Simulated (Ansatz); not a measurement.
Molecule: GaH$_{3}$, net charge -1, doublet state. 
Coordinates optimised at B3LYP-D3(BJ)/def2-TZVP (Ansatz, a quantum-chemistry and plane-wave program):
```
Ga
H 1 1.6277
H 1 1.6277 2 111.23
H 1 1.6277 2 111.23 3 124.59
```
Charge -1, spin multiplicity 2.

Basis-set convergence of Hartree-Fock and CCSD(T) correlation energies (hartree) with Ansatz. Cores are frozen in the correlated levels unless marked. UHF or UKS for open shells. No spin-orbit coupling. Frozen are the shells of the preceding noble gas and the d and f shells that filled before the atom's block. No relativistic terms. This anion needs diffuse functions, which these sets lack.

| basis | functions | E(HF) | E(corr, CCSD(T)) |
|---|---|---|---|
| cc-pVDZ | 42 | -1924.91515 | -0.11128 |
| cc-pVTZ | 85 | -1924.99173 | -0.13028 |
| cc-pVQZ | 158 | ___ | ___ |

Some entries are withheld; supply them.


- cc-pVQZ, E(HF): -1924.99774
- cc-pVQZ, E(corr, CCSD(T)): -0.13633
